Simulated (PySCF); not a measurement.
## Where the electron goes

C₃H₇AsS.
SMILES with atom numbers: `[CH3:1][C:2](=[S:3])[CH2:4][AsH2:5]` (hydrogens: H6, H7, H8 on C1; H9, H10 on C4; H11, H12 on As5)

Geometry (GFN2-xTB, Å), atoms numbered from 1 in this order:
```
atom  x, y, z in Å
C1    -1.3928    0.7169    0.0533
C2    -0.4943   -0.4090    0.4380
S3    -0.5442   -1.0568    1.9346
C4     0.4410   -0.9007   -0.5817
As5    2.2006    0.0748   -0.4669
H6    -2.2123    0.3285   -0.5551
H7    -0.8542    1.4533   -0.5471
H8    -1.8162    1.1944    0.9334
H9     0.0599   -0.7514   -1.5961
H10    0.6810   -1.9559   -0.4322
H11    1.5919    1.4251   -0.2147
H12    2.3410   -0.1200    1.0084
```

Computed with TDDFT wB97X-D/def2-SVPD, vertical, gas phase, core orbitals frozen in the response in PySCF 2.14.0, density-fitted response routines. Relativistic effects, spin–orbit coupling among them, are left out although an element past zinc is present.

Kohn–Sham orbitals with the atoms that hold most of them (Löwdin shares over 4%, at most four atoms; ? is withheld):

```
orbital  ε (eV)                             atoms
 HOMO-3  -11.84  S3 22%, As5 18%, C4 12%, H12 11%
 HOMO-2  -10.41   As5 33%, S3 20%, C2 14%, C4 10%
 HOMO-1   -9.07                                 ?
   HOMO       ?                                 ?
   LUMO   -0.38    S3 35%, C2 35%, As5 12%, C4 5%
 LUMO+1    1.66    As5 32%, C4 12%, S3 11%, C1 9%
 LUMO+2    2.23   As5 51%, H11 20%, C4 8%, H12 6%
```

Q: Give the leading atoms of the HOMO.

A: S3 (bonded to C) 76%; C2 (bonded to 2 C and S) 11%; C1 (bonded to C and 3 H) 4%; C4 (bonded to As, C and 2 H) 4%. By element: sulfur 76%, carbon 20%.

Q: Which atoms hold the HOMO-1, and with what shares?

A: As5 (bonded to C and 2 H) 38%; S3 (bonded to C) 32%; C2 (bonded to 2 C and S) 15%; C4 (bonded to As, C and 2 H) 7%. By element: arsenic 38%, sulfur 32%, carbon 22% or more.

Q: What is the HOMO energy, and the HOMO–LUMO gap?

A: ε(HOMO) = -8.14 eV; the gap is 7.76 eV (0.2850 hartree).

Q: The HOMO–LUMO gap is 7.76 eV. Where does the response calculation put the lowest singlet, and from which orbitals?

A: S1 is at 2.55 eV (f = 0.0005), 5.21 eV below the gap, made of HOMO→LUMO (97%). 

Q: One configuration dominates each of S1, S2, S3, S4 and S6. Which, and how do the shares of the two leading atoms of either orbital change from the occupied to the empty one?

A: 
- S1 (2.55 eV, f 0.0005), HOMO→LUMO (97%): S3 76% → 35%, C2 11% → 35%; low, almost dark, from the terminal sulfur into the C=S bond, the pattern of n→π*
- S2 (4.82 eV, f 0.244), HOMO-1→LUMO (95%): As5 38% → 12%, S3 32% → 35%, C2 15% → 35%
- S3 (5.93 eV, f 0.078), HOMO-2→LUMO (80%): As5 33% → 12%, S3 20% → 35%, C2 14% → 35%
- S4 (6.02 eV, f 0.052), HOMO→LUMO+1 (76%): S3 76% → 11%, C2 11% → at most 9%, As5 at most 5% → 32%, C4 4% → 12%
- S6 (6.65 eV, f 0.081), HOMO-1→LUMO+1 (80%): As5 38% → 32%, S3 32% → 11%, C4 7% → 12%

Löwdin shares depend on the basis, the more so with diffuse functions.

One conformer stands for the species.
